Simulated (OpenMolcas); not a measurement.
**Lines of Br⁵⁺: computed and rescaled rates**

| Item | Value |
| --- | --- |
| Program | OpenMolcas |
| Method | MS-RASPT2, IPEA 0.25 Eh, imaginary shift 0.1 Eh (closed shells correlated: 3d) |
| Basis | ANO-RCC [9s8p6d4f2g] |
| Scalar Hamiltonian | DKH2, point nucleus |
| Active space | 2 electrons in 9 orbitals (RAS2 4s 4p; RAS3 4d, at most 2 electrons) |
| State averaging | 2S+1 = 3 even, 3 roots; 2S+1 = 1 even, 7 roots; 2S+1 = 3 odd, 3 roots; 2S+1 = 1 odd, 3 roots |
| Spin-orbit coupling | RASSI with atomic mean-field integrals over the reference wave functions, term energies averaged over their components |

Rates come from the transition moments of the reference wave functions (E1 and E2 in the length form). At fixed line strength A goes as λ^-3 for E1 and M1 and as λ^-5 for E2, so a rate at the computed wavelength can be rescaled to the measured one. Measured vacuum wavelengths follow from level energies in Moore, Atomic Energy Levels, vol. II, NSRDS-NBS 35 (1971 reprint of NBS Circular 467, 1952). Branching counts decays inside the model space alone, at computed energies, and the table is only a selection of the E1 lines, drawn from those between levels with measured partners whose computed energy lies within a factor of 1.5 of the measured one.

```csv
Upper,Lower,Type,λ computed (nm),λ measured (nm),A computed (s-1),A rescaled (s-1),Branching %
4p2 3P0,4s 4p 3P* 1,E1,72.22,72.62,7.66e+09,7.53e+09,99.8
4p2 3P2,4s 4p 3P* 2,E1,70.18,70.15,4.79e+09,4.80e+09,71.9
4p2 3P1,4s 4p 3P* 2,E1,73.02,73.49,3.10e+09,3.04e+09,38.9
4p2 3P1,4s 4p 3P* 0,E1,69.83,69.89,2.84e+09,2.83e+09,35.6
4p2 3P1,4s 4p 3P* 1,E1,70.78,70.93,2.04e+09,2.03e+09,25.5
4p2 3P2,4s 4p 3P* 1,E1,68.1,67.81,1.61e+09,1.63e+09,24.1
4p2 3P2,4s 4p 1P* 1,E1,100.5,97.45,2.67e+08,,4.0
```

Spin-changing lines and M1 lines between different terms are not rescaled, since their strength hangs on the term gaps too.

The largest correction is for 4p2 3P1 → 4s 4p 3P* 2 (E1): 3.10e+09 × (73.02 / 73.49)^3 = 3.04e+09 s-1, a factor of 0.98.

The computed rate and branching of 4p2 3P0 → 4s 4p 3P* 1 give the upper level a radiative lifetime of 0.998 / 7.66e+09 s-1 = 1.30e-10 s, counting decays inside the model space alone. The rescaled rate gives about 1.3e-10 s.

No measured rate stands beside these. Rescaling mends the energy factor alone: line strengths can still be far off where a level mixes with configurations outside the active space, and weak or spin-changing lines hang on small mixing coefficients that depend on the term gaps too, so rescaling need not improve them.

Active for correlation alone: 4d; no level in the range computed is led by a configuration that fills it, so any true level of that kind is missing. Some terms mix strongly with configurations of 4d, whose occupation reaches 0.18 (4p2 1D). Measured partners are found by configuration, term and J. A level has none where our copy of the source lacks it or the pairing is in doubt (some pairs that miss far off the trend of their configuration count as doubtful). Levels of configurations outside the active space are missing.

* marks odd parity.
